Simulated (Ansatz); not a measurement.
One change: `F[CH2][GaH][F]` becomes `F[CH2][AlH][F]`.

Ansatz, PBE0-D4/def2-TZVP geometries, multiplicity 1. Each molecule was computed in one conformer, which needn't be the lowest.

Scalar relativity is left out up to krypton.

```json
{"property": "HOMO–LUMO gap (ωB97M-V/def2-TZVPP) / eV", "`F[CH2][GaH][F]`": "10.80"}
{"property": "HOMO energy (B3LYP/def2-TZVPP) / eV", "`F[CH2][GaH][F]`": "-8.10"}
{"property": "LUMO energy (PBE/def2-TZVPP) / eV", "`F[CH2][GaH][F]`": "-2.21"}
{"property": "size of the dipole moment (ωB97M-V/def2-TZVPP) / D", "`F[CH2][GaH][F]`": "0.77"}
{"property": "HOMO–LUMO gap (PBE/def2-TZVPP) / eV", "`F[CH2][GaH][F]`": "4.64"}
{"property": "LUMO energy (B3LYP/def2-TZVPP) / eV", "`F[CH2][GaH][F]`": "-1.74"}
```

**Question.** Give the same properties after the change, and the shifts. (An estimate is asked.)

**Answer.** The calculation gave: 
```csv
property,`F[CH2][AlH][F]`,shift
HOMO–LUMO gap (ωB97M-V/def2-TZVPP) / eV,10.82,0.02
HOMO energy (B3LYP/def2-TZVPP) / eV,-7.92,0.18
LUMO energy (PBE/def2-TZVPP) / eV,-1.90,0.31
size of the dipole moment (ωB97M-V/def2-TZVPP) / D,2.56,1.79
HOMO–LUMO gap (PBE/def2-TZVPP) / eV,4.76,0.12
LUMO energy (B3LYP/def2-TZVPP) / eV,-1.40,0.34
```

With PBE0 the HOMO rises by 0.17 eV and the LUMO rises by 0.28 eV, so the gap widens by about 0.11 eV. PBE moves the HOMO by 0.20 eV and ωB97M-V by 0.15 eV. Dipoles are sizes alone; their direction can turn.

B3LYP here is the variant with VWN-RPA as its local correlation; programs differ in this.
